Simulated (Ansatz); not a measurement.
Reaction (formal exchange of groups at a Te–Al bond): `C[Te][AlH][SiH3]` + `[SiH3][SiH3]` → `C[Te][SiH2][SiH3]` + `[AlH2][SiH3]`

Isolated molecules relaxed with PBE0-D4/def2-TZVP in Ansatz; ΔE leaves out vibrations. CBS: MP2 limit from def2 TZ/QZ plus the TZ coupled-cluster correction, frozen cores. This one scheme is used for every species. DFT in def2-TZVPP. B3LYP here is the variant with VWN-RPA as its local correlation; programs differ in this. Elements past krypton have def2 core potentials. For Te outer-core shells are correlated without core-valence functions, which leaves a few kJ/mol of doubt a bond. One conformer a species, not always the lowest.

`C[Te][AlH][SiH3]`:

Z-matrix (Å, degrees):
```
C
Te 1 2.154
H 1 1.087 2 108.3
H 1 1.087 2 109.8 3 120.5
H 1 1.087 2 107.8 3 -119.4
Al 2 2.510 1 99.1 3 -113.9
Si 6 2.452 2 121.4 1 -0.2
H 6 1.586 2 115.2 1 179.6
H 7 1.491 6 110.5 2 114.1
H 7 1.490 6 113.2 2 -6.2
H 7 1.491 6 110.9 2 -126.9
```

`[SiH3][SiH3]`:

Cartesian coordinates in Å:
```
Si 1.078 -0.282 -0.354
Si -1.078 0.282 0.354
H 1.332 0.259 -1.716
H 2.091 0.283 0.578
H 1.238 -1.760 -0.391
H -2.090 -0.280 -0.580
H -1.237 1.760 0.395
H -1.333 -0.262 1.715
```

`C[Te][SiH2][SiH3]`:

Cartesian coordinates in Å:
```
C -1.374 -1.692 0.686
Te 0.399 -1.198 1.798
Si 0.620 1.082 0.819
Si 0.978 0.930 -1.485
H -2.173 -1.003 0.948
H -1.649 -2.704 0.978
H -1.165 -1.659 -0.380
H 1.794 1.699 1.494
H -0.589 1.902 1.116
H -0.092 0.097 -2.099
H 2.290 0.280 -1.734
H 0.961 2.266 -2.142
```

`[AlH2][SiH3]`:

```xyz
7

Al    0.877   -0.516   -0.974
Si   -0.643    0.370    0.742
H     1.982   -1.602   -0.624
H     0.758    0.006   -2.470
H    -0.503    1.851    0.852
H    -2.064    0.097    0.378
H    -0.407   -0.206    2.096
```

Task: Is it downhill or uphill in electronic energy at CCSD(T)/CBS, and by how much? (Best estimate.)

Result: The calculation gave: Uphill: ΔE = +68.3 kJ/mol.

Task: What do these levels give: B3LYP-D4, ωB97M-V, B2PLYP, PBE0, B3LYP, CCSD/def2-TZVPP? (Estimate.)

Result: The calculation gave: B3LYP-D4 66.4, ωB97M-V 66.4, B2PLYP 70.8, PBE0 70.5, B3LYP 70.8, CCSD/def2-TZVPP 70.3 kJ/mol.

Largest T1 diagnostic among the species: 0.013.

The D4 term adds −4.4 kJ/mol with B3LYP and −2.3 kJ/mol with PBE0; it sums over pairs of atoms, weighted by their polarisabilities, and B3LYP, whose exchange is more repulsive, gets the larger term.
